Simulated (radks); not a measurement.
The numbers below are computed, except where a source is named.
How relativity changes the ionisation of the nitrogen ion N2+ ([He] 2s2 2p1) to N3+ ([He] 2s2). Spin-unpolarised spherical Kohn-Sham, PBE, point nucleus unless stated (finite: rms radius 2.5582 fm), a radial shooting solver on a logarithmic mesh with Libxc functionals. A level marked "c x" has the speed of light scaled by that factor and shares open shells by 2j + 1; other Dirac levels either fill j = l - 1/2 first or share by 2j + 1.

\begin{tabular}{lrrrrr}
level & E(N2+) (hartree) & E(N3+) (hartree) & IE (eV) & HOMO & <r> HOMO (bohr) \\ \hline
non-rel. & -52.86079 & -51.13047 & 47.084 & 2p & 1.138 \\
scalar-rel. & -52.89322 & -51.16299 & 47.082 & 2p & 1.138 \\
scalar-rel., finite nucleus & -52.89322 & -51.16299 & 47.082 & 2p & 1.138 \\
Dirac, 2j+1 shares & -52.89323 & -51.16299 & 47.082 & 2p3/2 & 1.138 \\
Dirac, low j first & -52.89395 & -51.16299 & 47.102 & 2p1/2 & 1.138 \\
Dirac, 2j+1 shares, finite nucleus & -52.89322 & -51.16299 & 47.082 & 2p3/2 & 1.138 \\
Dirac, c x 0.75 & -52.91851 & -51.18835 & 47.080 & 2p3/2 & 1.138 \\
Dirac, c x 5 & -52.86208 & -51.13177 & 47.084 & 2p3/2 & 1.138 \\
Dirac, c x 100 & -52.86079 & -51.13047 & 47.084 & 2p3/2 & 1.138 \\
\end{tabular}

NIST Atomic Spectra Database: 47.445 eV (semi-empirical). The relativistic part of the total energy of N2+ is -0.03243 hartree (Dirac, 2j+1 shares, finite nucleus), 0.061 % of the non-relativistic value. Spin polarisation and multiplet splitting of open shells are left out at every level.

Beside tabulated values, note that spin-unpolarised runs miss the spin-polarisation part of the exchange energy of open shells.
